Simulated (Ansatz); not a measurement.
The first iterations of a band of CH$_{4}$N$_{2}$Te (8 atoms, charge 0, multiplicity 1).

Method: RKS LDA/def2-SVP in Ansatz.

| Quantity | Value |
| --- | --- |
| movable images | 9 |
| climbing image | yes |
| spring | 0.5 eV/Å² |
| optimiser | quadratic models (default) |
| start path | through a guess of the saddle point |
| force threshold | 0.05 eV/Å |
| iteration limit | 60 |
| end points | relaxed |

Image 0:

```xyz
8
Properties=species:S:1:pos:R:3
N -0.871 1.142 0.086
C -0.020 0.230 -0.113
N 1.319 0.434 -0.133
Te -0.450 -1.871 -0.600
H -1.845 0.858 -0.072
H 1.630 1.389 0.083
H 1.945 -0.341 0.093
H -1.618 -1.897 0.602
```

Image 10:

```xyz
8
Properties=species:S:1:pos:R:3
N -0.870 1.141 0.085
C -0.019 0.229 -0.113
N 1.320 0.434 -0.135
Te -0.447 -1.873 -0.597
H -1.845 0.859 -0.070
H 1.946 -0.340 0.094
H 1.629 1.390 0.080
H -1.622 -1.896 0.599
```

| iteration | highest image above the first end (eV) | largest band force component (eV/Å) |
| --- | --- | --- |
| 1 | 3.573 | 20.654 |
| 2 | 0.965 | 1.434 |
| 3 | 1.031 | 1.656 |
| 4 | 0.815 | 1.254 |
| 5 | 0.761 | 0.966 |
| 6 | 0.725 | 0.502 |
| 7 | 0.698 | 0.369 |
| 8 | 0.698 | 0.287 |
| 9 | 0.691 | 0.306 |

Task: Does the band converge within its limit, and where does its top end?

Result: The run converged. It ended after 29 iterations with the highest image 0.618 eV above the first end. Beside the main top the profile has a ripple of under 15 meV (maxima at images 5, 9), which may be a very shallow well or noise. Another band between the same ends (9 images) ends at a top of the same energy, where a vibrational analysis finds 1 clearly imaginary mode.

The run took 7.1 min on 1 thread of Arm Neoverse V1 (shared host), peak memory 0.12 GiB.
